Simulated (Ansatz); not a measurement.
Basis-set extrapolation for C₂H₆BClSi, SMILES `B/C([SiH3])=C\Cl` (PBE0-D4/def2-TZVP geometry, frozen core, Ansatz 0.2.0). Multiplicity 1, RHF reference.

```csv
,def2-TZVPP,def2-QZVPP
HF,-852.364883,-852.391203
MP2 correlation,-0.734554,-0.789504
CCSD(T) correlation,-0.829220,not run
```

Energies in hartree. Use E(X) = E(∞) + A·exp(−7.88·√X) for Hartree–Fock and E(X) = E(∞) + B·X^(−2.97) for correlation, with X = 3 and 4, and add CCSD(T) minus MP2 of the smaller set to the MP2 limit.

What is the CCSD(T) energy at the basis-set limit?

HF limit: -852.391203 + (-0.026320) × 0.13774 = -852.39483. MP2 limit: -0.789504 + (-0.054950) × 0.74074 = -0.83021. Higher-order term: -0.829220 − (-0.734554) = -0.09467. Total: -853.31971 hartree, 3.42 eV below CCSD(T)/def2-TZVPP.
